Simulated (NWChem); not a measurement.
Molecule: C2H6Cd; SMILES [CH3][Cd][CH3]

Program: NWChem. Coordinates come from a PBE0/def2-SVP optimisation. Not confirmed as a minimum by frequencies. def2 effective core potentials on Cd; no spin-orbit coupling. Ions are spin-unrestricted doublets at the neutral geometry; other ion states weren't tried.

### Question
Predict the results for PBE/def2-SVP. Quantities: vertical ionisation energy, ΔSCF (eV); −ε(HOMO) (eV).

### Answer
* **vertical ionisation energy, ΔSCF (eV)**: 8.76
* **−ε(HOMO) (eV)**: 5.72
